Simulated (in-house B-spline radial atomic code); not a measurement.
A fraction x of an electron is added to 2p in F, starting from [He] 2s2 2p5 and keeping the highest spin. Level of theory: non-relativistic LDA VWN5, spin-polarised, spherical fractional occupations, point nucleus; calculated with a radial B-spline atomic code at the basis-set limit.

| x | E(x) - E(0) (eV) | 2p down level (eV) |
| --- | --- | --- |
| 0 | 0.0000 | -10.448 |
| 0.1 | -0.9750 | -9.059 |
| 0.2 | -1.8131 | -7.710 |
| 0.3 | -2.5185 | -6.404 |
| 0.4 | -3.0955 | -5.143 |
| 0.5 | ? | ? |
| 0.6 | -3.8834 | -2.771 |
| 0.7 | ? | ? |
| 0.8 | -4.2195 | -0.634 |

(1) What belongs in the row x = 0.5?

(2) What belongs in the row x = 0.7?

(3) Check Janak's theorem between x = 0.1 and 0.2.

(4) Up to what added charge does this functional bind the extra electron?

Results:

(1) An energy change of -3.5487 eV; 2p down at -3.931 eV.

(2) An energy change of -4.1049 eV; 2p down at -1.670 eV.

(3) The slope of the energy is -8.38 eV; the orbital levels give -8.38 eV (ε of the filling orbital, averaged over the two points).

(4) The highest level rises by about 10 eV per electron near x = 0.8 and would reach zero near x = 0.86, so a whole extra electron isn't bound at the basis-set limit.
